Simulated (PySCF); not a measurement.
**Nitrogen: a sound run and one with changed settings**

Sound run: N²⁺ [He] 2s2 2p1, N³⁺ [He] 2s2. Calculation: PySCF 2.14, in cc-pVTZ-DK; the spin-free X2C one-electron Hamiltonian (Gaussian nucleus). The sound run starts from symmetry-adapted Hartree-Fock orbitals and uses a fine grid where one is needed.

Changed run: initial guess minao, at most 3 SCF cycles. This setting is unsound on purpose.

| species | method | sound run (hartree) | changed run (hartree) | converged |
| --- | --- | --- | --- | --- |
| N²⁺ | UHF | -52.84711 | -52.84673 | no |
| N²⁺ | M06-2X | -52.99193 | -52.99188 | no |
| N²⁺ | M06-L | -52.99115 | -52.99112 | no |
| N³⁺ | UHF | -51.11054 | -51.11053 | no |
| N³⁺ | M06-2X | -51.24418 | -51.24418 | no |
| N³⁺ | M06-L | -51.22311 | -51.22311 | no |

The SCF was stopped early; the energies are upper bounds that still move, and correlated levels were skipped or rest on poor orbitals.
